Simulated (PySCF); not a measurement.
## PbO2: adding exact exchange

Base calculation in PySCF with density fitting and no spin–orbit coupling, PBE/def2-TZVP (scalar-relativistic core potentials): singlet, D∞h, Pb–O 1.899 Å (×2); wavenumbers 140 (×2), 686, 775 cm⁻¹; gap between the highest occupied and lowest empty levels 2.67 eV, polar-tensor charge of Pb 1.08 e, atomisation energy (no zero-point energy) 775 kJ/mol.

Question: What changes on going to PBE0/def2-TZVP (scalar-relativistic core potentials)?

Answer: The point group stays the same. Changes: mean bond to Pb -0.030 Å, highest wavenumber +48 cm⁻¹, lowest wavenumber +15 cm⁻¹, gap between the highest occupied and lowest empty levels +2.81 eV, polar-tensor charge of Pb +0.09 e, atomisation energy (no zero-point energy) -151 kJ/mol. The new structure has Pb–O 1.869 Å (×2), with wavenumbers 155 (×2), 736, 823 cm⁻¹. Exact exchange shortens and stiffens the bonds and opens the gap, the usual pattern.

Spin–orbit coupling is large for PbO₂ and is left out. Each species is the lowest minimum found with this bonding; other isomers or fragments can lie lower.
